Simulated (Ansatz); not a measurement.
The inner images of a band of AlBrCl$_{2}$H$_{2}$ (6 atoms, charge 0, multiplicity 1) are given out of order.

Theory: Ansatz 0.2.0, RKS PBE-D4/def2-SVP.

Initial state:

```xyz
6
Properties=species:S:1:pos:R:3
Al 0.007 0.148 0.004
H 0.003 0.743 1.473
Cl 1.805 0.098 -1.120
Cl -1.802 0.016 -1.096
Br 0.072 -2.493 0.952
H 0.071 -2.044 2.321
```

Final state:

```xyz
6
Properties=species:S:1:pos:R:3
Al 0.026 -0.769 -0.229
H 0.012 0.277 1.802
Cl 1.808 0.222 -0.737
Cl -1.805 0.143 -0.712
Br 0.078 -2.935 0.399
H 0.036 -0.471 2.012
```

Put them in order from the first end to the last, with their energies above the first end.
A.
```xyz
6
Properties=species:S:1:pos:R:3
Al 0.021 -0.486 -0.068
H 0.020 0.049 1.768
Cl 1.818 0.217 -0.904
Cl -1.814 0.141 -0.882
Br 0.073 -2.654 0.820
H 0.039 -0.799 1.801
```
B.
```xyz
6
Properties=species:S:1:pos:R:3
Al 0.016 -0.267 0.011
H 0.019 0.094 1.687
Cl 1.828 0.166 -0.965
Cl -1.824 0.090 -0.942
Br 0.073 -2.579 0.977
H 0.044 -1.036 1.767
```
C.
```xyz
6
Properties=species:S:1:pos:R:3
Al 0.009 0.045 0.022
H 0.009 0.491 1.550
Cl 1.819 0.120 -1.075
Cl -1.816 0.038 -1.050
Br 0.075 -2.564 0.981
H 0.060 -1.661 2.108
```
D.
```xyz
6
Properties=species:S:1:pos:R:3
Al 0.024 -0.663 -0.168
H 0.018 0.148 1.815
Cl 1.804 0.246 -0.823
Cl -1.801 0.167 -0.801
Br 0.076 -2.794 0.622
H 0.035 -0.635 1.889
```
E.
```xyz
6
Properties=species:S:1:pos:R:3
Al 0.012 -0.084 0.044
H 0.014 0.265 1.626
Cl 1.827 0.136 -1.011
Cl -1.825 0.057 -0.987
Br 0.076 -2.591 1.036
H 0.051 -1.316 1.827
```

C (+0.051 eV), E (+0.114 eV), B (-0.020 eV), A (-0.636 eV), D (-0.996 eV).

Time of the run: 52 s on 2 threads of Arm Neoverse V2, on a shared host, peak memory 0.14 GiB.
